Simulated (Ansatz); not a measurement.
`N[CH2][Al]([OH])[GaH2]`. The species carries charge 0 and has multiplicity 1.

```xyz
12

N    -1.983    0.150    0.280
C    -0.963    1.168   -0.042
Al    0.856    0.397   -0.196
O     2.270    1.277   -0.555
Ga    1.138   -2.082    0.165
H    -2.024   -0.570   -0.431
H    -1.778   -0.314    1.157
H    -1.271    1.676   -0.964
H    -1.013    1.951    0.723
H     2.313    2.218   -0.715
H     1.032   -3.145   -1.002
H     1.424   -2.725    1.582
```

(1) What are the harmonic wavenumbers in cm⁻¹ at PBE0-D4/def2-TZVP (Ansatz, finite differences of forces, unscaled)? (Estimate.)

(2) Is this a minimum?

(3) Give the ideal-gas thermochemistry at 298.15 K and 1 bar (rigid rotor, harmonic oscillator; point group Cs, symmetry number 1).

Results:

(1) The calculation gave: 45, 53, 90, 136, 150, 195, 259, 301, 322, 369, 518, 555, 574, 652, 765, 815, 847, 1034, 1049, 1208, 1364, 1431, 1650, 1910, 1912, 3030, 3071, 3510, 3598, 3951.

(2) Yes, all 30 modes are real.

(3) Zero-point energy 211.5 kJ/mol; H(298) − E = 239.7 kJ/mol; entropy 415.0 J/(mol·K), of which translation 171.0, rotation 120.9, vibration 123.2; G(298) − E = 116.0 kJ/mol. Modes under 100 cm⁻¹ are hindered rotations or soft bends, so the harmonic entropy is rough.
